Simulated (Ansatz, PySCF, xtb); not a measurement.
Stretching the O4–H5 bond in H3OSb (SMILES [OH][SbH2]) (multiplicity 1 held, fragments rigid). Energies count from the point at 0.963 Å.
Geometry at that point (charge 0, multiplicity 1):
```tsv
atom	x (Å)	y (Å)	z (Å)
Sb	-0.1399	-0.1885	0.1728
H	-1.5793	-0.0012	-0.7491
H	0.3463	-1.5010	-0.8260
O	0.8768	1.1704	-0.8710
H	1.3545	1.7530	-0.2717
```

R- and RO- levels are restricted; in cc, def2 and unpolarised 6-31G sets they are followed outwards from rest. Unrestricted levels (U-) break spin symmetry where that is lower. Active spaces are followed from a long bond inwards. Curves can end on different states.

Cores are frozen in the correlated methods. Filled d and f shells under p-block atoms count as core. Rows in 3-21G, LANL2DZ carry no dispersion term and start afresh at each structure; the Pople sets are all-electron and without relativity. LANL2DZ brings its own core potentials from Na on.

The values were computed with Ansatz (Gaussian basis) for Hartree–Fock, density functionals and correlated methods; PySCF for 3-21G rows, LANL2DZ rows; xtb for the GFN methods.  In def2 rows elements past Kr take small-core potentials, without spin–orbit coupling. The GFN methods have no spin term and hold the electronic entropy of 300 K.

```json
[
 {"level": "GFN2-xTB", "energy at R = 3.081 Å (kcal/mol)": "123.13"},
 {"level": "R-HF/3-21G", "energy at R = 3.081 Å (kcal/mol)": "212.20"},
 {"level": "U-HF/LANL2DZ", "energy at R = 3.081 Å (kcal/mol)": "75.05"},
 {"level": "R-HF/def2-TZVPP", "energy at R = 3.081 Å (kcal/mol)": "211.75"},
 {"level": "U-PBE/def2-TZVPP", "energy at R = 3.081 Å (kcal/mol)": "(withheld)"},
 {"level": "U-B3LYP/LANL2DZ", "energy at R = 3.081 Å (kcal/mol)": "(withheld)"},
 {"level": "U-CCSD(T)/def2-TZVPP", "energy at R = 3.081 Å (kcal/mol)": "115.69"},
 {"level": "FIC-MRCISD on CASSCF(4,3)/def2-TZVPP", "energy at R = 3.081 Å (kcal/mol)": "114.09"},
 {"level": "FIC-MRCISD+Q on CASSCF(4,3)/def2-TZVPP", "energy at R = 3.081 Å (kcal/mol)": "115.25"}
]
```

Some entries are withheld; supply them.


- U-PBE/def2-TZVPP, energy at R = 3.081 Å (kcal/mol): 110.03
- U-B3LYP/LANL2DZ, energy at R = 3.081 Å (kcal/mol): 105.19

Doubts at one or more of the structures used: a restricted determinant that unrestricted orbitals would lower (R-HF/3-21G, R-HF/def2-TZVPP); a spin-contaminated determinant (U-HF/LANL2DZ, U-PBE/def2-TZVPP, U-B3LYP/LANL2DZ, U-CCSD(T)/def2-TZVPP); active orbitals that take no part (FIC-MRCISD on CASSCF(4,3)/def2-TZVPP, FIC-MRCISD+Q on CASSCF(4,3)/def2-TZVPP).

Ansatz is a program for electronic structure.
